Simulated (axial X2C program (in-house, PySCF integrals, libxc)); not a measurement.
# Potential curves of BaC, 2c

All values were computed with an in-house relativistic program for diatomic molecules. Two-component (2c) means X2C with spin–orbit coupling and atomic mean-field two-electron Coulomb and Gaunt terms. Basis: Ba dyall-cv3z [14s14p9d5f1g], C dyall-v3z [7s6p2d1f] (cores contracted in-house); Gaussian nuclei, density fitting, unrestricted open shells. Masses: Ba 137.905 u, C 12.000 u.

State: Ω = 2 (⟨Sz⟩ = 2.00, ⟨Lz⟩ = 0.00 at HF). Energies in cm⁻¹ from the lowest point of each curve. Fits are polynomials in 1 − R0/R over 0.85 to 1.23 times the lowest point R0.

| R (Å) | CCSD(T) | MP2 | CCSD |
| --- | --- | --- | --- |
| 2.1654 |  | 4878 |  |
| 2.2650 | 2317 | 2196 | 2412 |
| 2.3397 | 1046 | 966 | 1104 |
| 2.4143 | 309 | 270 | 336 |
| 2.4890 | 0 | 0 | 0 |
| 2.5761 | 67 | 109 | 41 |
| 2.6632 | 485 | 567 | 441 |
| 2.7752 | 1395 | 1522 | 1329 |
| 2.9121 |  | 3050 |  |
| 3.1113 |  | 5630 |  |

Correlated methods: 14 electrons correlated (number of frozen shells: Ba 4 s, 3 p, 2 d; C 1 s), 268 virtual spin orbitals or spinors in MP2, 90 natural virtuals in coupled cluster.

Occupations by symmetry block were frozen at the best pattern of an incomplete PBE0 search. CCSD and (T) use frozen natural virtuals with an MP2 correction for the truncation; (T) itself is uncorrected, so its De runs slightly low. Other states lie close and PBE0, whose exact exchange favours high spin, may order them wrongly; the determinant shown need not be the ground state. The nearest other spin-free determinant of the search, M_S = 1, Λ = 0, lies 0.04 eV up at the distance of the search. The spin of this state cannot come from the lowest atoms; the curve heads to a higher limit, and no De is given. With several unpaired electrons one determinant need not be a pure state. A state of lower Ω lies just above, and one determinant can place such states too high, so the state shown need not be the lowest. The search has Ω = 1 only 0.04 eV up. Open-shell Ω = 0 determinants with evenly filled partner blocks cannot be reached by this program, so the Ω shown need not be the lowest component. Coupled cluster ran on the points near the minimum only. MP2 and coupled cluster on one determinant become unreliable at the stretched end.

(1) Fit the CCSD(T) curve near its minimum: give the equilibrium distance and the harmonic wavenumber.

(2) Fit the MP2 curve near its minimum: give the equilibrium distance and the harmonic wavenumber.

(3) What are Re and ωe at the CCSD level?

## Answers

(1) At CCSD(T), 2c: Re = 2.518 Å, ωe ≈ 413 cm⁻¹; Be follows as 0.241 cm⁻¹.

(2) At MP2, 2c: Re = 2.509 Å, ωe ≈ 417 cm⁻¹; Be follows as 0.243 cm⁻¹.

(3) At CCSD, 2c: Re = 2.523 Å, ωe ≈ 413 cm⁻¹; Be follows as 0.24 cm⁻¹.
